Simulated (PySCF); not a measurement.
CoF(OH) + Cl₂ → CoOCl₂ + HF

Level: PBE0 in the def2-TZVP basis family, all electrons, no relativity, computed in PySCF with density fitting; open shells unrestricted.

| species | state and structure | E (Eh) | ZPE (kJ/mol) | H(298 K) − H(0) (kJ/mol) | S° (J/(mol K)) |
| --- | --- | --- | --- | --- | --- |
| CoF(OH) | quartet, Cs, Co–F 1.750 Å, Co–O 1.755 Å, O–H 0.957 Å; Co–O–H 125.1°, F–Co–O 173.7° | -1558.16763 | 37.1 | 14.4 | 290.6 |
| Cl₂ | singlet, D∞h, Cl–Cl 1.982 Å | -920.08940 | 3.5 | 9.1 | 222.5 |
| CoOCl₂ | quartet, C2v, Co–Cl 2.079 Å (×2), Co–O 1.569 Å; Cl–Co–Cl 142.5°, Cl–Co–O 108.7° (×2) | -2377.85310 | 13.4 | 16.8 | 334.9 |
| HF | singlet, C∞v, H–F 0.920 Å | -100.39188 | 24.9 | 8.7 | 173.6 |

Question: What is the electronic reaction energy?

Answer: At PBE0/def2-TZVP, ΔE = 31.6 kJ/mol from the differences of the total energies times 2625.5, uphill. 

Question: Add zero-point, thermal and entropy terms for 298.15 K and 1 bar.

Answer: ΔZPE = -2.3 and Δ[H(298) − H(0)] = 2.0 kJ/mol give ΔH° = 31.3 kJ/mol. ΔS° = -4.6 J/(mol K), so ΔG° = 31.3 − 298.15 × (-0.0046) = 33 kJ/mol and log₁₀K = -5.7.

Open d or f shells are single determinants, so the state found may not be the ground state. Only the bonding shown was studied: isomers, or loss of a ligand pair, can lie lower.
